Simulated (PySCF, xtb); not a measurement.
H6NSi2, SMILES [SiH3][N][SiH3] (connectivity only; charge and spin as stated), charge -1, multiplicity 1.

GFN2-xTB (xtb) at its own geometry gives an orbital gap of 4.91 eV.

Coordinates come from a PBE0-D3(BJ)/def2-SVPD optimisation. The multiplicity is an assumed one; other spin states were not compared. The isomer is the one that the SMILES or the coordinates give; other isomers of the formula were not compared.

Question: What does PySCF with PBE/def2-TZVPD give? (An estimate is asked for; the answer gives what the named calculation found.)

Answer: gap 3.62 eV (levels -0.31 and 3.31 eV).
